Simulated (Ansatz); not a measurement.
`C#[C][GeH2][SbH2]` + H₂ → `C#[C][GeH3]` + stibine at 700 K and 1 bar (hydrogenolysis of a Ge–Sb bond).

Gas-phase electronic energies from Ansatz, PBE0-D4/def2-TZVP geometries. CCSD(T)/CBS is the MP2 limit (def2-TZVPP, def2-QZVPP) plus CCSD(T) − MP2 in def2-TZVPP, frozen cores. This one scheme is used for every species. def2 core potentials past Kr. For Ge, Sb outer-core shells are correlated without core-valence functions, which leaves a few kJ/mol of doubt a bond. Scalar relativity is left out up to krypton.

```csv
species,CCSD(T)/CBS energy (Eh),H − E (kJ/mol),S (J/(mol·K))
`C#[C][GeH2][SbH2]`,-2395.17083,204.4,486.4
H₂,-1.17544,46.8,155.3
`C#[C][GeH3]`,-2154.54588,164.2,361.6
`[SbH3]`,-241.78682,81.5,275.4
```

H − E and S are ideal-gas, rigid-rotor, harmonic terms from PBE0-D4/def2-TZVP, for one conformer and one mirror image of each species. For small species the MP2-based limit differs from directly extrapolated CCSD(T) by up to some mEh (0.8 for H₂); such offsets cancel only in part. 1 Eh = 2625.50 kJ/mol, R = 8.31446 J/(mol·K).

Problem. By hand: ΔE, ΔH, ΔS and ΔG.

Solution. ΔE = (-2154.54588) + (-241.78682) − (-2395.17083) − (-1.17544) = 0.01357 Eh = 35.6 kJ/mol. Δ(H − E) = 164.2 + 81.5 − 204.4 − 46.8 = -5.5, so ΔH = 30.1 kJ/mol. ΔS = 361.6 + 275.4 − 486.4 − 155.3 = -4.7 J/(mol·K). ΔG = 30.1 − 700 × (-4.7)/1000 = 33.4 kJ/mol.

Problem. By hand: the equilibrium constant, and the temperature at which ΔG would vanish if ΔH and ΔS stayed fixed.

Solution. log₁₀ K = −ΔG/(RT ln 10) = -2.5. ΔH and −TΔS have one sign here, so there is no such temperature.

The number of gas molecules stays the same, so ΔS is small and ΔH decides. A doubt of 5 kJ/mol in ΔE shifts log₁₀ K by 0.4 here. Other conformers and mirror images would add mixing entropy, several J/(mol·K) or more a flexible species. These are equilibria of isolated gas molecules and say nothing of rates. Largest T1 diagnostic: 0.014 (customary marks: 0.02 for closed shells, 0.045 for open ones).

ΔS is within the doubt of such terms, so its sign, and with it that verdict, could turn.
